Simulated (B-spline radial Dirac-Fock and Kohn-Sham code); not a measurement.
# The M5 (3d5/2) hole of selenium ions: width and yield against charge

Level of theory: one-electron (LDA, Dirac) transition rates at Dirac-Fock energies; a radial B-spline solver. Tabulated ground configurations, configuration averages; single configurations, so decays that open only by mixing (as 1s 2s² with 1s 2p² in Be-like ions) are missing and such tiny yields are far too low.

```tsv
ion	configuration	radiative (eV)	non-radiative (eV)	yield
Se	[Ar] 3d10 4s2 4p4	1.98e-06	0.0726	2.73e-05
Se⁺	[Ar] 3d10 4s2 4p3	1.74e-06	0.0387	4.50e-05
Se²⁺	[Ar] 3d10 4s2 4p2	1.36e-06	0.0261	5.21e-05
Se³⁺	[Ar] 3d10 4s2 4p1	7.92e-07	0	1.00
```

Values without a named source are computed, but for edge energies of neutral atoms, which are taken from tables.
